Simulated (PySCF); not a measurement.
PySCF input file for Si(Cl)2(GeH3)(OH) (Cl2GeH4OSi), SMILES O[Si](Cl)(Cl)[GeH3], ωB97X-D3(BJ)/def2-SVP. 

```python
import numpy as np
from pyscf import gto, scf, dft
import os
os.environ['JAX_PLATFORMS'] = 'cpu'
from ase import Atoms, units
from ase.calculators.calculator import Calculator, all_changes
from sella import Sella

mol = gto.M(
    atom='''
    O     1.25545579   -0.09627874    1.63398418
    Si    0.59112458    0.00721996    0.15924454
    Cl    1.37775103   -1.54442419   -0.82351703
    Cl    1.13842649    1.76284656   -0.69175854
    Ge   -1.72970568   -0.10272908    0.23141609
    H     1.22187363    0.61437472    2.26993167
    H    -2.31144049    0.72684068    1.33559060
    H    -2.39672137    0.38305986   -1.01115060
    H    -2.25753857   -1.48097414    0.45870098
    ''',
    basis='def2-SVP',
    charge=0,
    spin=0,
    max_memory=1600,
    verbose=3,
)
mf = dft.RKS(mol, xc='wb97x-d3bj').density_fit(auxbasis='def2-universal-jkfit')
mf.grids.level = 3
mf.conv_tol = 1e-9
mf.max_cycle = 100
mf.kernel()
grad = mf.nuc_grad_method()
grad.grid_response = mol.nao <= 150
scan = grad.as_scanner()
scan.verbose = scan.base.verbose = 0
class SCF(Calculator):
    implemented_properties = ['energy', 'forces']
    def calculate(self, atoms=None, properties=None, system_changes=all_changes):
        super().calculate(atoms, properties, system_changes)
        e, g = scan(mol.set_geom_(self.atoms.positions, unit='Angstrom', inplace=False))
        assert scan.converged
        self.results = {'energy': float(e) * units.Hartree, 'forces': -np.asarray(g) * units.Hartree / units.Bohr}
atoms = Atoms(mol.elements, mol.atom_coords(unit='Angstrom'), calculator=SCF())
conv = Sella(atoms, order=0, internal=True, allow_fragments=True).run(fmax=0.002, steps=150)
mol_eq = mol.set_geom_(atoms.positions, unit='Angstrom', inplace=False)
print(mol_eq.tostring(format='xyz'))
mf.reset(mol_eq)
mf.verbose = 3
mf.kernel()
```

Log of the run:

```
converged SCF energy = -3363.97928864522
     Step          Energy         fmax         cmax       rtrust          rho
Sella   0   -91538.539001       1.1642       0.0000       0.1000       1.0000
Sella   1   -91538.652354       1.1642       0.0000       0.1000       1.4513
Sella   2   -91538.702570       0.6309       0.0000       0.1000       1.0637
Sella   3   -91538.710374       0.4443       0.0000       0.1000       1.2581
Sella   4   -91538.714255       0.2380       0.0000       0.1000       1.3139
Sella   5   -91538.715893       0.0998       0.0000       0.1000       1.3543
Sella   6   -91538.716813       0.0806       0.0000       0.1000       1.4469
Sella   7   -91538.717862       0.0617       0.0000       0.1000       1.5873
Sella   8   -91538.719529       0.0855       0.0000       0.1000       1.3644
Sella   9   -91538.721930       0.0866       0.0000       0.1000       1.1026
Sella  10   -91538.724872       0.0876       0.0000       0.1000       1.0887
Sella  11   -91538.728892       0.0694       0.0000       0.1000       1.0696
Sella  12   -91538.733874       0.0757       0.0000       0.1150       1.0242
Sella  13   -91538.740511       0.0936       0.0000       0.1322       1.0075
Sella  14   -91538.749242       0.1073       0.0000       0.1521       0.9893
Sella  15   -91538.760082       0.1163       0.0000       0.1749       0.9743
Sella  16   -91538.772269       0.1122       0.0000       0.1749       0.9526
Sella  17   -91538.782486       0.0856       0.0000       0.1749       0.9391
Sella  18   -91538.789430       0.0611       0.0000       0.1749       0.9438
Sella  19   -91538.792528       0.0461       0.0000       0.2011       0.9974
Sella  20   -91538.793195       0.0814       0.0000       0.2011       1.5902
Sella  21   -91538.793885       0.0742       0.0000       0.2011       1.1482
Sella  22   -91538.793967       0.0238       0.0000       0.2011       1.4406
Sella  23   -91538.794027       0.0084       0.0000       0.2011       1.3321
Sella  24   -91538.794054       0.0201       0.0000       0.2011       1.3709
Sella  25   -91538.794067       0.0152       0.0000       0.2011       1.2991
Sella  26   -91538.794071       0.0047       0.0000       0.2011       1.3295
Sella  27   -91538.794072       0.0030       0.0000       0.2011       1.2892
Sella  28   -91538.794073       0.0031       0.0000       0.2011       1.3795
9
XYZ from PySCF
O           0.99106425        0.00415006        1.85323704
Si          0.47364815        0.12997346        0.29327073
Cl          1.38377995       -1.30929143       -0.87235616
Cl          1.03450542        1.95357197       -0.49328401
Ge         -1.85551143       -0.11037267        0.20943885
H           1.93538542        0.08487635        2.03215824
H          -2.52166612        0.99289093        1.04064814
H          -2.29720657        0.01163786       -1.25414475
H          -2.25477366       -1.48750089        0.75347381
converged SCF energy = -3363.98866234239
```

Self-consistency was reached.

Cost: about 8 core-minutes (a rough figure).
